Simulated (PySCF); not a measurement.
H4O4Sn, SMILES [OH][Sn]([OH])([OH])[OH]. Geometry optimised at PBE-D3(BJ)/def2-SVP. The structure was generated by enumeration; whether it is a known compound was not checked. The def2 effective core potentials stand for the cores of Sn; spin–orbit coupling is left out. Other conformers were not sampled.

Computed with PBE-D3(BJ)/def2-SVP run with PySCF.

Harmonic wavenumbers (cm⁻¹): 102, 113, 150, 150, 154, 169, 206, 206, 257, 570, 605, 614, 614, 850, 872, 878, 878, 3694, 3694, 3694, 3696. Rotational constants (GHz): 2.841, 2.841, 2.471; symmetry number 2.

Question: Work out the zero-point energy and the ideal-gas rigid-rotor harmonic-oscillator thermochemistry at 298.15 K and 1 atm.

Answer: ZPE = ½ Σ hcν = ½ × 22166 cm⁻¹ = 132.58 kJ/mol. H − E(el) = 159.40 kJ/mol. Entropy in J/(mol K): translation 173.97, rotation 107.96, vibration 105.90, total 387.83. G − E(el) = 43.77 kJ/mol. Cp = 130.24 J/(mol K). Modes under 150 cm⁻¹ make the vibrational entropy uncertain.
